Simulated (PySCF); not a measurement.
PySCF input (BP86/def2-TZVPD):

```python
from pyscf import gto, scf, dft

mol = gto.M(
    atom='''
    B     0.03962716   -0.37044061    0.44250275
    N    -1.17597909    0.26054152   -0.32007887
    N     1.29896223   -0.03413388    0.05076314
    H    -0.24987765   -1.10524117    1.31740596
    H    -1.76762641   -0.47492405   -0.71902210
    H    -1.77571863    0.77766845    0.33030878
    H     1.55430224    0.59450289   -0.69767519
    H     2.10545697   -0.42269992    0.52081625
    H    -0.92555434    0.89804333   -1.07913734
    ''',
    basis='def2-tzvpd',
    charge=1,
    spin=0,
    verbose=4,
)

mf = dft.RKS(mol, xc='bp86').density_fit(auxbasis='def2-universal-jkfit')
mf.grids.level = 3
mf.conv_tol = 1e-9
mf.max_cycle = 100
mf.max_memory = 1500
mf.kernel()
if not mf.converged:
    mf = mf.newton()
    mf.kernel(mf.make_rdm1())
mf.analyze()
```

Output:

```
PySCF version 2.14.0

[INPUT] verbose = 4
[INPUT] num. atoms = 9
[INPUT] num. electrons = 24
[INPUT] charge = 1
[INPUT] spin (= nelec alpha-beta = 2S) = 0
[INPUT] symmetry False subgroup None
[INPUT] Mole.unit = angstrom
[INPUT] Symbol           X                Y                Z      unit          X                Y                Z       unit  Magmom
[INPUT]  1 B      0.039627160000  -0.370440610000   0.442502750000 AA    0.074884479494  -0.700031298317   0.836209006867 Bohr   0.0
[INPUT]  2 N     -1.175979090000   0.260541520000  -0.320078870000 AA   -2.222278408315   0.492352116878  -0.604861402560 Bohr   0.0
[INPUT]  3 N      1.298962230000  -0.034133880000   0.050763140000 AA    2.454682860854  -0.064503684769   0.095928431823 Bohr   0.0
[INPUT]  4 H     -0.249877650000  -1.105241170000   1.317405960000 AA   -0.472200323150  -2.088603112894   2.489536459270 Bohr   0.0
[INPUT]  5 H     -1.767626410000  -0.474924050000  -0.719022100000 AA   -3.340329805448  -0.897476384469  -1.358754846510 Bohr   0.0
[INPUT]  6 H     -1.775718630000   0.777668450000   0.330308780000 AA   -3.355621884988   1.469580386215   0.624193130739 Bohr   0.0
[INPUT]  7 H      1.554302240000   0.594502890000  -0.697675190000 AA    2.937205548398   1.123447642362  -1.318415033004 Bohr   0.0
[INPUT]  8 H      2.105456970000  -0.422699920000   0.520816250000 AA    3.978737040357  -0.798787081676   0.984200073723 Bohr   0.0
[INPUT]  9 H     -0.925554340000   0.898043330000  -1.079137340000 AA   -1.749044216003   1.697055941692  -2.039274023392 Bohr   0.0

nuclear repulsion = 74.8061631860174
number of shells = 69
number of NR pGTOs = 222
number of NR cGTOs = 165
basis = def2-tzvpd
ecp = {}

******** <class 'pyscf.df.df_jk.DFRKS'> ********
method = DFRKS
initial guess = minao
damping factor = 0
level_shift factor = 0
DIIS = <class 'pyscf.scf.diis.CDIIS'>
diis_start_cycle = 1
diis_space = 8
diis_damp = 0
SCF conv_tol = 1e-09
SCF conv_tol_grad = None
SCF max_cycles = 100
direct_scf = False
XC library pyscf.dft.libxc version 7.1.2
    S. Lehtola, C. Steigemann, M. J. T. Oliveira, and M. A. L. Marques,  SoftwareX 7, 1–5 (2018)
XC functionals = bp86
    A. D. Becke,  Phys. Rev. A 38, 3098 (1988)
    J. P. Perdew,  Phys. Rev. B 33, 8822 (1986)
    J. P. Perdew,  Phys. Rev. B 34, 7406–7406 (1986)
radial grids:
    Treutler-Ahlrichs [JCP 102, 346 (1995); DOI:10.1063/1.469408] (M4) radial grids

becke partition: Becke, JCP 88, 2547 (1988); DOI:10.1063/1.454033
pruning grids: <function nwchem_prune>
grids dens level: 3
symmetrized grids: False
atomic radii adjust function: <function treutler_atomic_radii_adjust>
small_rho_cutoff = 0
Set gradient conv threshold to 3.16228e-05
Initial guess from minao.
tot grids = 100704
init E= -138.177450909303
  HOMO = -0.35176877875992  LUMO = -0.0821051956895147  gap/eV = 7.33792
[...]
cycle= 10 E= -137.839526964284  delta_E= -2.58e-11  |g|= 1.89e-06  |ddm|= 1.15e-05
  HOMO = -0.478692954389482  LUMO = -0.232919820341797  gap/eV = 6.68783
Extra cycle  E= -137.839526964283  delta_E= 1.08e-12  |g|= 2.61e-06  |ddm|= 3.14e-06
converged SCF energy = -137.839526964283
**** SCF Summaries ****
Total Energy =                        -137.839526964283039
Nuclear Repulsion Energy =              74.806163186017386
One-electron Energy =                 -327.301882048833818
Two-electron Energy =                  114.656191898533393
Two-electron Coulomb Energy =          134.576739399052684
DFT Exchange-Correlation Energy =      -19.920547500519287
HOMO-LUMO gap [eV] =                     6.687827623916754
**** MO energy ****
MO #1   energy= -14.307190613348   occ= 2
MO #2   energy= -14.2091161557265  occ= 2
MO #3   energy= -6.74511044690303  occ= 2
MO #4   energy= -1.10848485082775  occ= 2
MO #5   energy= -1.00496982251953  occ= 2
MO #6   energy= -0.732457668540289 occ= 2
MO #7   energy= -0.724995777376552 occ= 2
MO #8   energy= -0.717821784716345 occ= 2
MO #9   energy= -0.671892752281323 occ= 2
MO #10  energy= -0.619535493635022 occ= 2
MO #11  energy= -0.528552072975314 occ= 2
MO #12  energy= -0.478692954389482 occ= 2
MO #13  energy= -0.232919820341797 occ= 0
MO #14  energy= -0.212649266893528 occ= 0
MO #15  energy= -0.158957480615017 occ= 0
MO #16  energy= -0.146812637626238 occ= 0
MO #17  energy= -0.14326477073588  occ= 0
MO #18  energy= -0.105736425065021 occ= 0
MO #19  energy= -0.0978181803926927 occ= 0
MO #20  energy= -0.0873442041962846 occ= 0
MO #21  energy= -0.0830429932370208 occ= 0
MO #22  energy= -0.0686354130469962 occ= 0
MO #23  energy= -0.0529322488909223 occ= 0
MO #24  energy= -0.0371297162727914 occ= 0
MO #25  energy= -0.0259393965175681 occ= 0
MO #26  energy= -0.00773815218689222 occ= 0
MO #27  energy= 0.0102662165894055 occ= 0
MO #28  energy= 0.0135812145705781 occ= 0
MO #29  energy= 0.0221859511242397 occ= 0
MO #30  energy= 0.022684440152981  occ= 0
MO #31  energy= 0.0402010631280039 occ= 0
MO #32  energy= 0.0634063834040934 occ= 0
MO #33  energy= 0.0669459706732032 occ= 0
MO #34  energy= 0.0767180415277389 occ= 0
MO #35  energy= 0.0805692811150684 occ= 0
MO #36  energy= 0.0813452170933063 occ= 0
MO #37  energy= 0.0988835712460681 occ= 0
MO #38  energy= 0.115267713154667  occ= 0
MO #39  energy= 0.118509189497336  occ= 0
MO #40  energy= 0.133915889765707  occ= 0
MO #41  energy= 0.145078141005817  occ= 0
MO #42  energy= 0.145431663430317  occ= 0
MO #43  energy= 0.1597566348973    occ= 0
MO #44  energy= 0.161202616877177  occ= 0
MO #45  energy= 0.177014754061455  occ= 0
MO #46  energy= 0.194953397433848  occ= 0
MO #47  energy= 0.207718641986226  occ= 0
MO #48  energy= 0.213764599312092  occ= 0
MO #49  energy= 0.22209435080032   occ= 0
MO #50  energy= 0.238850403248091  occ= 0
MO #51  energy= 0.24035349758721   occ= 0
MO #52  energy= 0.242116798210871  occ= 0
MO #53  energy= 0.251939670665837  occ= 0
MO #54  energy= 0.26845894887065   occ= 0
MO #55  energy= 0.290742247953747  occ= 0
MO #56  energy= 0.300160919189726  occ= 0
MO #57  energy= 0.311906104011835  occ= 0
MO #58  energy= 0.321386197263409  occ= 0
MO #59  energy= 0.321720281906969  occ= 0
MO #60  energy= 0.354422205364163  occ= 0
MO #61  energy= 0.385440044376129  occ= 0
MO #62  energy= 0.392178627310125  occ= 0
MO #63  energy= 0.450064168435227  occ= 0
MO #64  energy= 0.458197352175436  occ= 0
MO #65  energy= 0.465043226963397  occ= 0
MO #66  energy= 0.488255188145039  occ= 0
MO #67  energy= 0.492133941429636  occ= 0
MO #68  energy= 0.492276404143681  occ= 0
MO #69  energy= 0.508456360542763  occ= 0
MO #70  energy= 0.532954076345424  occ= 0
MO #71  energy= 0.561123411024418  occ= 0
MO #72  energy= 0.596555106197899  occ= 0
MO #73  energy= 0.612653212168188  occ= 0
MO #74  energy= 0.627178300034098  occ= 0
MO #75  energy= 0.67460542882915   occ= 0
MO #76  energy= 0.714446015182368  occ= 0
MO #77  energy= 0.72990684190775   occ= 0
MO #78  energy= 0.76939832592339   occ= 0
MO #79  energy= 0.785018552444756  occ= 0
MO #80  energy= 0.864897787855357  occ= 0
MO #81  energy= 0.910751002106732  occ= 0
MO #82  energy= 0.95704934115715   occ= 0
MO #83  energy= 1.01194378221159   occ= 0
MO #84  energy= 1.03178795720548   occ= 0
MO #85  energy= 1.04495786117624   occ= 0
MO #86  energy= 1.07911872580123   occ= 0
MO #87  energy= 1.11024225417905   occ= 0
MO #88  energy= 1.17630106376651   occ= 0
MO #89  energy= 1.18247839966779   occ= 0
MO #90  energy= 1.20203153618371   occ= 0
MO #91  energy= 1.26143967782356   occ= 0
MO #92  energy= 1.30482475853493   occ= 0
MO #93  energy= 1.33267768082794   occ= 0
MO #94  energy= 1.35396523027912   occ= 0
MO #95  energy= 1.43865587891375   occ= 0
MO #96  energy= 1.44762735811978   occ= 0
MO #97  energy= 1.55144514090852   occ= 0
MO #98  energy= 1.58865207271921   occ= 0
MO #99  energy= 1.59981002490201   occ= 0
MO #100 energy= 1.64467659956158   occ= 0
MO #101 energy= 1.68730506542892   occ= 0
MO #102 energy= 1.7212803598637    occ= 0
MO #103 energy= 1.7229800890459    occ= 0
MO #104 energy= 1.7478299299395    occ= 0
MO #105 energy= 1.77115554010038   occ= 0
MO #106 energy= 1.80857084936976   occ= 0
MO #107 energy= 1.82079909180063   occ= 0
[...]
```

It need not be the lowest isomer of its formula.
